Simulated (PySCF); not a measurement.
Correlation energy of C (carbon, neutral)

[He] 2s2 2p2, high-spin 3P determinant. Calculation: PySCF 2.14, in dyall-av2z (11s7p2d, 42 functions); no relativity, point nucleus. Frozen: 1s2; 4 electrons correlated; the 8 highest virtual orbitals of each spin left out.

```csv
level,correlation energy (mhartree)
CCSD,-81.56
(T),-1.50
CCSD(T),-83.06
CCSDT,-83.47
```

Diagnostics: T1 = 0.0099, D1 = 0.0173, largest double amplitude 0.069.

**Question.** Is a single reference adequate?

**Answer.** Yes: T1 lies below 0.03 and no double amplitude reaches 0.07.
